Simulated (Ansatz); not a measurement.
Input for Ansatz (a first-principles code): U-wB97X-V/cc-pVTZ on GaGeH5 (SMILES [GaH2][GeH3]), a point of a bond scan (R = 1.260 Å).

Ansatz 0.2 input:
```yaml
crystal:
  periodic: [false, false, false]
  atoms:
    - {symbol: Ga, position_ang: [-1.23043577, -0.07769067, -0.29199579]}
    - {symbol: Ge, position_ang: [1.15729770, 0.07022597, 0.27368514]}
    - {symbol: H, position_ang: [1.98201560, -1.14287734, -0.19965612]}
    - {symbol: H, position_ang: [1.78713141, 1.32896781, -0.36154397]}
    - {symbol: H, position_ang: [1.35929899, 0.19976849, 1.79857150]}
    - {symbol: H, position_ang: [-2.01984411, 0.82058011, 0.10370603]}
    - {symbol: H, position_ang: [-1.80126754, -1.26982717, -1.14605758]}
basis:
  gaussian:
    orbitals: cc-pVTZ
hamiltonian:
  xc: {name: wB97X-V}
magnetization: {spin_polarized: true, initial_magnetization: 0}
```

The head of its log:

```
WARN ansatz: RAYON_NUM_THREADS=1 ignored (pool sized by the plan → 1); use --threads N
Functional definition: wB97X-V
integrals: 0.11 GiB planned
1099 factors; their error is unknown
integrals: 0.15 GiB planned
256 factors; integrals over basis functions are off by at most 6.8e-6 eV
mean field: 1.46 GiB planned
mean field evaluation 1: about -108967.2277 eV, gradient 1.4e1 eV
mean field evaluation 2: about -108967.6666 eV, gradient 1.0e1 eV
```

Problem. What total energy does the run end on?

Solution. -4004.5066 hartree.
